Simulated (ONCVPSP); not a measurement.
# Reading a pseudo-wave (scandium (Sc))

Columns: radius, all-electron u(r) and pseudo u(r) of the 3d shell (level -17.91 eV) of scandium in the configuration [Ne] 3s2 3p6 3d1; PBE, scalar-relativistic, ONCV scheme, ONCVPSP 4.0.1.

| r (bohr) | all-electron | pseudo |
| --- | --- | --- |
| 0.143 | 0.0594 | 0.0049 |
| 0.285 | 0.2290 | 0.0369 |
| 0.428 | 0.4158 | 0.1144 |
| 0.570 | 0.5674 | 0.2391 |
| 0.713 | 0.6754 | 0.3993 |
| 0.855 | 0.7395 | 0.5677 |
| 0.998 | 0.7680 | 0.7180 |
| 1.140 | 0.7697 | 0.8248 |
| 1.283 | 0.7532 | 0.8775 |
| 1.425 | 0.7248 | 0.8758 |
| 1.568 | 0.6887 | 0.8310 |
| 1.710 | 0.6488 | 0.7604 |
| 1.853 | 0.6066 | 0.6803 |
| 1.995 | 0.5642 | 0.6050 |
| 2.138 | 0.5222 | 0.5403 |
| 2.280 | 0.4817 | 0.4878 |
| 2.423 | 0.4426 | 0.4440 |
| 2.565 | 0.4056 | 0.4058 |
| 2.708 | 0.3704 | 0.3704 |
| 2.850 | 0.3375 | 0.3375 |
| 2.992 | 0.3068 | 0.3068 |
| 3.135 | 0.2779 | 0.2779 |
| 3.278 | 0.2511 | 0.2511 |
| 3.420 | 0.2266 | 0.2266 |
| 3.563 | 0.2039 | 0.2039 |
| 3.705 | 0.1832 | 0.1832 |

Q: How many radial nodes do the two functions have?

A: The all-electron 3d function has n − l − 1 = 0; the pseudo-wave has 0.

Q: At about which radius was the pseudo-wave matched?

A: 2.85 bohr. The columns agree to 0.0005 from 2.56 bohr on; several derivatives are matched, so the curves merge somewhat inside the radius.

Q: Where does each function peak?

A: Outermost all-electron maximum near 1.14 bohr, pseudo maximum near 1.28 bohr (to the table’s step).

Q: Is the pseudo-wave norm-conserving?

A: Yes: the ONCV scheme keeps the norm inside the radius equal to the all-electron one, which fixes the energy derivative of the logarithmic derivative at the level.
